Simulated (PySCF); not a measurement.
Geometry:
```json
{"atom": "Si1", "x (Å)": "0.079", "y (Å)": "0.002", "z (Å)": "0.060"}
{"atom": "C2", "x (Å)": "0.085", "y (Å)": "0.048", "z (Å)": "1.948"}
{"atom": "C3", "x (Å)": "0.693", "y (Å)": "1.344", "z (Å)": "2.480"}
{"atom": "H4", "x (Å)": "0.628", "y (Å)": "-0.824", "z (Å)": "2.354"}
{"atom": "H5", "x (Å)": "-0.957", "y (Å)": "-0.054", "z (Å)": "2.300"}
{"atom": "H6", "x (Å)": "0.671", "y (Å)": "1.394", "z (Å)": "3.580"}
{"atom": "H7", "x (Å)": "1.746", "y (Å)": "1.455", "z (Å)": "2.173"}
{"atom": "H8", "x (Å)": "0.152", "y (Å)": "2.224", "z (Å)": "2.098"}
{"atom": "C9", "x (Å)": "1.853", "y (Å)": "-0.003", "z (Å)": "-0.587"}
{"atom": "C10", "x (Å)": "2.598", "y (Å)": "-1.278", "z (Å)": "-0.198"}
{"atom": "H11", "x (Å)": "2.399", "y (Å)": "0.884", "z (Å)": "-0.222"}
{"atom": "H12", "x (Å)": "1.819", "y (Å)": "0.096", "z (Å)": "-1.686"}
{"atom": "H13", "x (Å)": "3.621", "y (Å)": "-1.303", "z (Å)": "-0.606"}
{"atom": "H14", "x (Å)": "2.683", "y (Å)": "-1.382", "z (Å)": "0.896"}
{"atom": "H15", "x (Å)": "2.074", "y (Å)": "-2.175", "z (Å)": "-0.566"}
{"atom": "N16", "x (Å)": "-0.739", "y (Å)": "1.380", "z (Å)": "-0.630"}
{"atom": "C17", "x (Å)": "-2.155", "y (Å)": "1.536", "z (Å)": "-0.427"}
{"atom": "C18", "x (Å)": "-0.093", "y (Å)": "2.550", "z (Å)": "-1.156"}
{"atom": "H19", "x (Å)": "-2.400", "y (Å)": "2.318", "z (Å)": "0.323"}
{"atom": "H20", "x (Å)": "-2.596", "y (Å)": "0.587", "z (Å)": "-0.086"}
{"atom": "H21", "x (Å)": "-2.668", "y (Å)": "1.820", "z (Å)": "-1.367"}
{"atom": "H22", "x (Å)": "0.978", "y (Å)": "2.371", "z (Å)": "-1.323"}
{"atom": "H23", "x (Å)": "-0.532", "y (Å)": "2.850", "z (Å)": "-2.129"}
{"atom": "H24", "x (Å)": "-0.180", "y (Å)": "3.428", "z (Å)": "-0.483"}
{"atom": "N25", "x (Å)": "-0.806", "y (Å)": "-1.414", "z (Å)": "-0.443"}
{"atom": "C26", "x (Å)": "-1.081", "y (Å)": "-2.562", "z (Å)": "0.378"}
{"atom": "C27", "x (Å)": "-1.069", "y (Å)": "-1.621", "z (Å)": "-1.843"}
{"atom": "H28", "x (Å)": "-2.136", "y (Å)": "-2.884", "z (Å)": "0.277"}
{"atom": "H29", "x (Å)": "-0.906", "y (Å)": "-2.340", "z (Å)": "1.440"}
{"atom": "H30", "x (Å)": "-0.452", "y (Å)": "-3.437", "z (Å)": "0.114"}
{"atom": "H31", "x (Å)": "-0.908", "y (Å)": "-0.686", "z (Å)": "-2.400"}
{"atom": "H32", "x (Å)": "-0.423", "y (Å)": "-2.404", "z (Å)": "-2.291"}
{"atom": "H33", "x (Å)": "-2.119", "y (Å)": "-1.930", "z (Å)": "-2.015"}
```

Geometry: PBE0-D3(BJ)/def2-SVP; GIAO shifts from PySCF 2.14, gas phase, non-relativistic, averaged over equivalent atoms.

At PBE0/pcSseg-1 (304 basis functions):
```csv
atoms,δ (ppm)
Si1,3.5
C17/C18/C26/C27,38.0
C3/C10,8.5
C2/C9,5.0
H19/H20/H21/H22/H23/H24/H28/H29/H30/H31/H32/H33,2.42
H6/H7/H8/H13/H14/H15,0.84
H4/H5/H11/H12,0.52
N16/N25,24.2
```

Shifts are taken against calculated references (same method and geometry level): TMS for 29Si (σref 351.99), 13C (σref 184.41), 1H (σref 31.27); 15N (σref 265.67) vs NH3.

Q: Predict the values at KT2/pcSseg-1 on the same geometry.

A: 
| atoms | δ at KT2/pcSseg-1 | change |
| --- | --- | --- |
| Si1 | 1.2 | -2.3 |
| C17/C18/C26/C27 | 39.3 | +1.3 |
| C3/C10 | 9.4 | +0.9 |
| C2/C9 | 6.6 | +1.6 |
| H19/H20/H21/H22/H23/H24/H28/H29/H30/H31/H32/H33 | 2.58 | +0.16 |
| H6/H7/H8/H13/H14/H15 | 0.87 | +0.03 |
| H4/H5/H11/H12 | 0.70 | +0.18 |
| N16/N25 | 34.1 | +9.9 |

References, each an isolated molecule treated in the same way: 29Si (361.05 ppm) and 13C (183.22 ppm) and 1H (31.18 ppm) against TMS; NH3 for 15N (264.30 ppm).

The largest change is at N16/N25 (nitrogen bonded to 2 C, Si). Cost: 304 basis functions. The order of the carbon signals is the same at both levels.

Experimental scales use liquid or dissolved standards, which lie at an offset from isolated NH3 (liquid NH3: subtract about 20 ppm).
